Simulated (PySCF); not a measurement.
HMnO, SMILES [OH][Mn] (connectivity only; charge and spin as stated), neutral, multiplicity 7.

Coordinates come from a B3LYP-D3(BJ)/def2-TZVP optimisation. The geometry has at least one imaginary mode, so it is a saddle point at that level. The spin state was assumed, not searched.

These are PBE/def2-TZVPD (PySCF) values and carry that method's errors.

The molecule is in vacuum.

```yaml
total_energy: -1226.55070 hartree
point_group: C∞v
"α spin, highest occupied and lowest empty level": -4.42 and -1.19 eV
"β spin, highest occupied and lowest empty level": -7.01 and -3.30 eV
dipole_moment: 0.031 e·Å
mean_static_polarisability: 58.0 bohr³ (8.60 Å³)
polarisability_principal_values: 54.4, 54.4, 65.2 bohr³
"⟨S²⟩": 12.003 (pure state 12.00)
```
